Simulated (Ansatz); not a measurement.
**Strength of the O–C bond: C5H6O3 → C2H3O2 + C3H3O**

Species: C5H6O3 `C#CCOC(=O)OC`, singlet; C2H3O2 `CO[C]=O`, doublet; C3H3O `C#CC[O]`, doublet. 

Shapes, held fixed at every level: PBE0-D4/def2-TZVP. Flexible molecules stand in one conformer, not always the lowest. Programs: Ansatz 0.2.0. Electronic energies: no zero-point or thermal term.

```json
{"level": "HF/def2-TZVPP", "kind": "Hartree–Fock", "ΔE (kJ/mol)": "+311.2", "less CCSD(T)/CBS estimate": "-141.4"}
{"level": "PBE-D4/def2-TZVPP", "kind": "GGA", "ΔE (kJ/mol)": "+421.7", "less CCSD(T)/CBS estimate": "-30.9"}
{"level": "PBE0-D4/def2-TZVPP", "kind": "global hybrid", "ΔE (kJ/mol)": "+431.7", "less CCSD(T)/CBS estimate": "-20.9"}
{"level": "B2PLYP/def2-TZVPP", "kind": "double hybrid", "ΔE (kJ/mol)": "+425.0", "less CCSD(T)/CBS estimate": "-27.6"}
{"level": "MP2/def2-TZVPP", "kind": "perturbation theory", "ΔE (kJ/mol)": "+482.5", "less CCSD(T)/CBS estimate": "+29.9"}
{"level": "CCSD(T)/def2-TZVPP", "kind": "coupled cluster or CI", "ΔE (kJ/mol)": "+441.2", "less CCSD(T)/CBS estimate": "-11.4"}
{"level": "CCSD/def2-TZVPP", "kind": "coupled cluster or CI", "ΔE (kJ/mol)": "+432.0", "less CCSD(T)/CBS estimate": "-20.6"}
{"level": "CCSD(T)/CBS estimate", "kind": "coupled cluster or CI", "ΔE (kJ/mol)": "+452.6", "less CCSD(T)/CBS estimate": "0.0"}
```

The highest level, CCSD(T)/CBS estimate, gives ΔE = +452.6 kJ/mol; the levels span +311.2 to +482.5. The column of differences is taken from that level and isn't an error. Hartree–Fock misses the correlation of the pair that is broken and comes out low. No measured value is set beside it here. Open shells run unrestricted unless RO is named. The CBS estimate extrapolates MP2 from def2-TZVPP and def2-QZVPP and adds CCSD(T) − MP2 in the triple-zeta set, cores frozen.
